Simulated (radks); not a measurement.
Results of a calculation; reference values are marked as such.
The arsenic ion As+, 32 electrons, occupied as [Ar] 3d10 4s2 4p1.75 4d0.25 (fractional occupations, a model configuration). Level of theory: Dirac Kohn-Sham, SOGGA, spin-unpolarised, spherical densities, point nucleus; open shells are shared between the two j in proportion to 2j + 1 (a radial shooting solver on a logarithmic mesh with Libxc functionals).

Spin-orbit splittings of the eigenvalues, e(l+1/2) - e(l-1/2), with zeta = 2 splitting/(2l+1) and mean radii in bohr:

| shell | occ. | splitting (eV) | zeta (eV) | <r> j=l-1/2 | <r> j=l+1/2 |
|---|---|---|---|---|---|
| 2p | 6 | 36.52 | 24.35 | 0.1747 | 0.1784 |
| 3p | 6 | 5.024 | 3.349 | 0.6102 | 0.6208 |
| 3d | 10 | 0.7298 | 0.2919 | 0.6743 | 0.6790 |
| 4p | 1.75 | 0.3473 | 0.2315 | 2.256 | 2.293 |
| 4d | 0.25 | 0.01175 | 0.004699 | 4.770 | 4.788 |
